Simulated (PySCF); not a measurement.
**Dipole moment and polarisability of `C=CO[Si@@H](Cl)C(Cl)Cl`**

C3H5Cl3OSi.
Structure used (GFN2-xTB), in Å, numbered top down from 1:
```xyz
13
C3H5Cl3OSi angstrom
C     -1.767   -1.014   -0.966
C     -1.893   -0.012   -0.119
O     -0.912    0.850    0.248
Si     0.653    1.088   -0.063
Cl     1.001    2.862    0.765
C      1.732   -0.206    0.890
Cl     1.387   -1.864    0.342
Cl     3.462    0.137    0.645
H     -2.607   -1.641   -1.197
H     -0.828   -1.241   -1.438
H     -2.825    0.232    0.373
H      1.020    1.014   -1.467
H      1.572   -0.206    1.969
```

Level: PBE0/def2-SVPD (PySCF), static field, nuclei fixed, core orbitals frozen in the response. The polarisability tensor in these axes (au):

```
x   112.00   7.87   6.89
y     7.87 114.63  10.32
z     6.89  10.32  84.88
```

Question: What are the eigenvalues, a third of the trace, and Δα (Δα² = ½Σ(αi − αj)² over the three pairs)?

Answer: Principal values 81.02, 105.41 and 125.08 au; mean 103.83 au = 15.39 Å³ = 17.12 × 10⁻⁴⁰ C²·m²/J; Δα = 38.23 au (37 % of the mean).

Question: What is the dipole moment, and where does it point?

Answer: (-1.57, -0.26, -0.12) D, 1.59 D in size, pointing from the negative to the positive side. Measured along this direction, the outermost atoms are Cl8 at the negative end and H9 at the positive end.

Question: How large is μ²/3kT at 250 K beside α?

Answer: In Gaussian units μ²/3kT = 24.49 Å³ against 15.39 Å³, a ratio of 1.59; the Debye molar polarisation (4π/3)N_A(α + μ²/3kT) is 100.6 cm³/mol, leaving out the vibrational part.

Question: Traceless (Buckingham) quadrupole moment about the centre of nuclear charge: eigenvalues?

Answer: -6.19, 2.37, 3.81 D·Å. The values depend on the origin, since the dipole doesn't vanish. The electronic extent ⟨r²⟩ about the same centre is 2024 bohr², a root-mean-square distance of 2.43 Å for the 96 electrons.

Question: Refractivity n − 1 of an ideal gas of it at 400 K and 1 atm, from the electronic α?

Answer: N = p/kT = 1.8347 × 10¹⁹ cm⁻³, so n − 1 = 2π × N × 15.39 × 10⁻²⁴ cm³ = 1774 × 10⁻⁶ at long wavelengths.

Isolated species at its GFN2-xTB geometry (one conformer only).
